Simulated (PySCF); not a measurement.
**Computed properties of C3H3N, SMILES C(C#N)=C**

C₃H₃N, SMILES C=CC#N. Geometry optimised at B3LYP-D3(BJ)/def2-SVP. One conformer was computed; it need not be the lowest. All values are computed for the isolated molecule unless a solvent is named; none is compared with measurement here.

**Structure.** The optimised structure has Cs symmetry. All 15 harmonic modes at B3LYP-D3(BJ)/def2-SVP (PySCF) are real, so it is a minimum. With heavy atoms numbered as in [CH2:1]=[CH:2][C:3]#[N:4], the shortest bond between them is C3–N4 at 1.161 Å and the longest C2–C3 at 1.432 Å.

**Vibrations.** The strongest infrared lines (harmonic, unscaled, degenerate partners summed) lie at 980 cm⁻¹ (38 km/mol, H 75 %, C 25 %), 710 cm⁻¹ (11 km/mol, C 58 %, H 40 %), 1002 cm⁻¹ (10 km/mol, H 89 %, C 11 %). The softest mode is at 231 cm⁻¹ and the zero-point energy is 31.7 kcal/mol.

**Electronic structure.** r2SCAN/def2-TZVPD (PySCF) places the frontier levels at -7.53 and -2.61 eV, a gap of 4.92 eV, and gives a dipole moment of 4.03 D and a mean polarisability of 43.4 bohr³. PBE/def2-TZVPD (PySCF) at the same geometry gives -7.34 and -2.78 eV, so its gap is 0.36 eV narrower. An orbital gap is neither the optical nor the fundamental gap.

**Excitations.** TDA-M06-2X/def2-SVPD (PySCF) has S1 at 6.19 eV (200 nm, f = 0.000, dark); the most intense of the 10 singlets computed lies at 8.67 eV (f = 0.37). T1 (TDA) is at 4.03 eV, 2.16 eV under S1. TDA-PBE/def2-SVPD (PySCF) puts S1 at 5.71 eV. No vertical singlet excitation falls in the visible range (under 3.1 eV).

**NMR.** GIAO shifts at PBE0/pcSseg-2 (PySCF) (non-relativistic, atoms alike by connectivity averaged): ¹³C from 122.2 to 152.0 ppm against TMS; ¹H from 6.1 to 6.6 ppm against TMS.
